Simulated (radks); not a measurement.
Fractional charge and spin in the 5p shell of caesium: the spin-up occupation runs from 2 to 3 and the spin-down occupation from 2 to 3; the fullest corner is Cs, [Kr] 4d10 5s2 6s(up 0.5, down 0.5) 5p(up 3, down 3). Calculated with a radial shooting solver on a logarithmic mesh with Libxc functionals: scalar-relativistic Kohn-Sham, PBE, spin-polarised, spherical densities, finite nucleus; Fermi nuclear charge, rms radius of each element as measured or else 0.836 A^(1/3) + 0.57 fm. Energy (eV) minus the two flat planes that join the four corners (they meet along the diagonal where the two added fractions sum to one electron); zero is where a piecewise linear energy would lie.

| down \ up | 2 | 2.25 | 2.5 | 2.75 | 3 |
|---|---|---|---|---|---|
| 2 | 0.000 | -0.907 | -1.202 | -0.896 | 0.000 |
| 2.25 | -0.907 | -1.151 | -0.797 | 0.143 | -0.810 |
| 2.5 | -1.202 | -0.797 | 0.191 | -0.717 | -1.068 |
| 2.75 | -0.896 | 0.143 | -0.717 | -1.023 | -0.791 |
| 3 | 0.000 | -0.810 | -1.068 | -0.791 | 0.000 |

Corners above the fullest one (they belong to Cs+ and the next ion): (up 3, down 2) 17.674 eV, (up 2, down 3) 17.674 eV, (up 2, down 2) 45.222 eV. With half an added electron in each spin the energy lies 0.191 eV from the planes, and with half an added electron in spin up alone -1.202 eV. The planes are only a guide here: the flat-plane condition holds for ground states with one frontier orbital, while this shell lies below other occupied shells, so the corners above the fullest one are inner-hole states and not the ground states of those ions.
